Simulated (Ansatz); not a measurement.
Ansatz (a quantum-chemistry and plane-wave program) input (B3LYP/6-31+G*): The .json file is the Basis Set Exchange's 6-31+G*.

Ansatz 0.2 input:
```yaml
crystal:
  periodic: [false, false, false]
  atoms:
    - {symbol: Na, position_ang: [-0.00000000, -0.00000000, -1.06477101]}
    - {symbol: O, position_ang: [0.00000000, 0.00000000, 1.19274953]}
    - {symbol: H, position_ang: [0.00000000, 0.00000000, 2.17048488]}
basis:
  gaussian:
    orbitals: 6-31+G_.json
hamiltonian:
  xc: {name: B3LYP}
total_charge: 1
magnetization: {spin_polarized: true, initial_magnetization: 1}
output: {forces: true}
```

Q: What final total energy does it give?

A: -237.84275 Eh.
